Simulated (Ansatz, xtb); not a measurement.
FH5N2Si: where a starting geometry ends

The starting geometry of this gas-phase singlet was built from a drawn formula by distance geometry and a force field; its bonds are those of `[NH-][NH2+][SiH2]F`.

```xyz
9

F    -2.5733    1.4590    2.7057
N    -2.7996    0.2961   -1.1135
N    -3.1085    0.4356    0.3655
Si   -2.0224    1.4718    1.1657
H    -3.4986   -0.3701   -1.5500
H    -3.0712   -0.5000    0.8051
H    -4.0130    0.8246    0.4410
H    -0.6645    0.9613    1.1797
H    -2.2063    2.8315    0.6720
```

Question: Where would you expect an optimisation with r2SCAN-D4/def2-SVP to take it?

Answer: It rearranges to `NN[SiH2]F`. Contacts that open: N3–Si4 (1.70 → 2.68 Å). Contacts that close: N2–Si4 (2.68 → 1.72 Å).

The energy falls by 3.04 eV over 21 steps:

```
step  E − E(last) (eV)
   1             3.039
   3             2.273
   5             1.482
   8             0.796
  10             0.513
  12             0.320
  14             0.220
  17             0.016
  19             0.001
  21             0.000
```

Final geometry (Å):

```yaml
atoms:
  - { symbol: F, position_ang: [-2.3924, 2.4293, 2.1240] }
  - { symbol: N, position_ang: [-2.9478, 0.7441, -0.0410] }
  - { symbol: N, position_ang: [-3.4892, -0.4135, 0.5519] }
  - { symbol: Si, position_ang: [-1.7727, 1.6226, 0.8470] }
  - { symbol: H, position_ang: [-3.4404, 1.1380, -0.8438] }
  - { symbol: H, position_ang: [-3.4676, -1.1915, -0.1086] }
  - { symbol: H, position_ang: [-4.4615, -0.2640, 0.8278] }
  - { symbol: H, position_ang: [-0.7549, 0.7011, 1.4045] }
  - { symbol: H, position_ang: [-1.2310, 2.6437, -0.0908] }
```

From the same start GFN2-xTB reaches the same bonding as this run.

The end wasn't checked by frequencies. Run with Ansatz 0.2.0, 37 s on 2 threads of Arm Neoverse V1 (shared host).
